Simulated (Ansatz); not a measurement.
A nudged elastic band was laid between two geometries of BrH + CH5B (9 atoms, charge 0, multiplicity 1).

Level of theory: Ansatz, RKS r2SCAN-D4/def2-SVP.

```yaml
movable_images: 5
climbing_image: yes
spring: 5.0 eV/Å²
optimiser: quadratic models (default)
start_path: through a guess of the saddle point
force_threshold: 0.05 eV/Å
iteration_limit: 60
end_points: relaxed
```

First end point:

```xyz
9
Properties=species:S:1:pos:R:3
B 0.015 0.073 0.295
C 0.055 0.363 1.832
H -0.882 0.164 2.376
H 0.909 -0.075 2.372
H 0.203 1.463 1.882
H 1.045 -0.055 -0.329
H -1.015 0.202 -0.329
Br -0.326 -2.756 0.383
H -0.463 -2.738 1.801
```

Last end point:

```xyz
9
Properties=species:S:1:pos:R:3
B -0.110 -0.703 -0.675
C 0.015 0.045 2.604
H -0.939 0.324 3.070
H 0.818 0.083 3.352
H 0.243 0.749 1.792
H 1.012 -0.274 -0.716
H -1.096 -0.017 -0.640
Br -0.341 -2.589 -0.712
H -0.059 -0.977 2.207
```

Problem. What changes between the two ends?

Solution. Bonds broken: B1–C2, Br8–H9. Bonds formed: B1–Br8, C2–H9. BrH + CH5B becomes BBrH2 + CH4.

Problem. What energy profile does the band end with?

Solution. It converged. The highest image is number 2 of 0 to 6, 39.7 kJ/mol above the first end and 119.4 kJ/mol above the last; the last end lies 79.7 kJ/mol below the first. A vibrational analysis at the climbing image gives one clearly imaginary mode, 637i cm⁻¹: a first-order saddle point. The orbitals stay closed-shell, which can raise the energy where a bond breaks towards radicals; this wasn't checked here.

| image | path coordinate (Å) | energy (kJ/mol) | B1–C2 (Å) | Br8–H9 (Å) | B1–Br8 (Å) |
| --- | --- | --- | --- | --- | --- |
| 0 | 0.00 | 0.0 | 1.56 | 1.42 | 2.85 |
| 1 | 0.91 | 7.9 | 1.57 | 1.43 | 2.94 |
| 2 | 1.81 | 39.7 | 1.68 | 1.65 | 2.34 |
| 3 | 2.46 | -23.4 | 2.08 | 2.15 | 2.04 |
| 4 | 3.12 | -64.7 | 2.59 | 2.58 | 1.93 |
| 5 | 3.77 | -77.8 | 3.03 | 3.00 | 1.91 |
| 6 | 4.42 | -79.7 | 3.37 | 3.35 | 1.90 |

Problem. What is the geometry of the highest image?

Solution. 
```xyz
9
Properties=species:S:1:pos:R:3:forces:R:3
B -0.034 -0.288 0.296 -0.01 0.02 0.00
C 0.000 0.082 1.936 0.00 -0.04 0.00
H -0.945 0.006 2.494 0.00 0.00 0.00
H 0.836 -0.279 2.553 0.01 0.01 -0.01
H 0.186 1.157 1.753 0.00 0.00 -0.01
H 1.043 -0.207 -0.231 0.01 -0.01 0.02
H -1.053 0.070 -0.232 0.00 -0.01 0.00
Br -0.337 -2.604 0.366 0.00 0.01 0.01
H -0.153 -1.298 1.348 -0.01 0.02 -0.01
```

Problem. What are the harmonic wavenumbers there?

Solution. 637i, 209, 314, 420, 469, 727, 740, 779, 961, 1041, 1080, 1181, 1280, 1419, 1448, 1558, 2594, 2716, 3021, 3117, 3162 cm⁻¹.

Time of the run: 97 s on 2 threads of Intel(R) Xeon(R) Platinum 8488C (Sapphire Rapids), on a shared host, peak memory 0.16 GiB.
